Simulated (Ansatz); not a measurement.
Input file for Ansatz (an electronic-structure program): R-r2SCAN/def2-TZVPPD on CH4N2O (a complex), monomers drawn apart or pushed together. Files ending in .json are basis or fitting sets from the Basis Set Exchange.

Ansatz 0.2 input:
```yaml
crystal:
  periodic: [false, false, false]
  atoms:
    - {symbol: N, position_ang: [-0.34839498, 0.36281176, -0.32613753]}
    - {symbol: N, position_ang: [0.36657889, -0.35850908, 0.07092464]}
    - {symbol: C, position_ang: [0.19604217, -0.49762381, 4.12278018]}
    - {symbol: O, position_ang: [-0.66479050, 0.43710603, 3.48580888]}
    - {symbol: H, position_ang: [0.89322534, -0.01149837, 4.81398761]}
    - {symbol: H, position_ang: [0.77278058, -0.98029945, 3.33541583]}
    - {symbol: H, position_ang: [-0.36186518, -1.26880104, 4.66517340]}
    - {symbol: H, position_ang: [-1.19095737, 0.88162162, 4.15739526]}
basis:
  gaussian:
    orbitals: def2-TZVPPD.json
hamiltonian:
  xc: {name: r2SCAN}
scf: {lower_state_search: off}
```

The head of its log:

```
WARN ansatz: RAYON_NUM_THREADS=1 ignored (pool sized by the plan → 1); use --threads N
Functional definition: r2SCAN
these checks for a lower state are left out or cut short: stability, starts, cluster_reference, orbital_swaps, neighbouring_geometries, increment
integrals: 0.10 GiB planned
952 factors; their error is unknown
mean field: 0.85 GiB planned
mean field evaluation 1: about -6121.4055 eV, gradient 6.1e1 eV
mean field evaluation 2: about -6112.7863 eV, gradient 9.0e1 eV
```

**Question.** Give the final energy of this run.

**Answer.** -225.2208 hartree.
